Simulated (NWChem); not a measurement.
**An input for B2H6S2 (SMILES [BH2-]1[SH+][BH2-][SH+]1)**

The species is B2H6S2 (10 atoms), meant as a singlet with charge 0. SMILES: `[BH2-]1[SH+][BH2-][SH+]1`. The coordinates come from a PBE0-D4/def2-TZVP relaxation.

```xyz
10

B    -0.5944    1.0144   -0.5409
S    -0.9271   -0.9142   -0.6688
B     0.1794   -0.8794    0.9500
S     0.9474    0.9027    0.6659
H    -0.3555    1.5376   -1.5888
H    -1.4926    1.4591    0.1151
H     0.0314   -1.2246   -1.5607
H     0.9904   -1.7559    1.0042
H    -0.5837   -0.7651    1.8662
H     1.8875    0.5743   -0.2391
```

Settings wanted:

```
task                      : gradient
method                    : DFT
functional                : B3LYP
basis set                 : 6-31G*
reference                 : RKS
integration grid          : xfine
SCF convergence threshold : 1e-08
iteration cap             : 100
symmetry                  : none
module                    : dft
d and f functions         : spherical
```

Q: Write the NWChem 7.3.0 input and the command.

A: This one ran through:

b2h6s2.xyz:
```
10

B     -0.594400     1.014400    -0.540900
S     -0.927100    -0.914200    -0.668800
B      0.179400    -0.879400     0.950000
S      0.947400     0.902700     0.665900
H     -0.355500     1.537600    -1.588800
H     -1.492600     1.459100     0.115100
H      0.031400    -1.224600    -1.560700
H      0.990400    -1.755900     1.004200
H     -0.583700    -0.765100     1.866200
H      1.887500     0.574300    -0.239100
```

run.py:
```python
from ase.io import read
from ase.calculators.nwchem import NWChem

system = read('b2h6s2.xyz')

calc = NWChem(
    label='b2h6s2',
    theory='dft',
    memory='2200 mb',
    basis='6-31G*',
    basispar='spherical bse',
    dft={'xc': 'b3lyp', 'mult': '1', 'grid': 'xfine', 'convergence': 'energy 1e-08', 'iterations': '100', 'mulliken': None, 'print': 'low'},
)
system.calc = calc

forces = system.get_forces()
print("Total energy (eV):", round(system.get_potential_energy(), 6))
print("forces (eV/A):")
for s, f in zip(system.symbols, forces):
    print(f"{s:2s} {f[0]:10.5f} {f[1]:10.5f} {f[2]:10.5f}")
```

```bash
$ export ASE_NWCHEM_COMMAND="nwchem PREFIX.nwi > PREFIX.nwo"
$ python run.py
```

Calculated total energy: -849.71936 Eh, largest force 0.509 eV/Å.
